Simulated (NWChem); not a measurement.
System: C₃H₄F₂O; SMILES FC1(F)COC1

```xyz
10

F      0.0000     1.0956    -1.2310
C      0.0000     0.0000    -0.4271
F      0.0000    -1.0956    -1.2310
C      1.0487     0.0000     0.6905
O      0.0000     0.0000     1.6880
C     -1.0487     0.0000     0.6905
H      1.6706    -0.9009     0.7325
H      1.6706     0.9009     0.7325
H     -1.6706     0.9009     0.7325
H     -1.6706    -0.9009     0.7325
```
Atoms are numbered in this order, from 1.

Program: NWChem. Geometry: optimised at B3LYP/6-31G* (spherical d).

For level PBE0/def2-SVP:

```
Quantity                     Result
---------------------------  ------
highest occupied level (eV)   -7.87
orbital gap (eV)               9.43
```

**Question.** What are these values for level B3LYP/def2-SVP?

**Answer.** The highest occupied level (eV) comes out as -7.56. The orbital gap (eV) is 8.87.
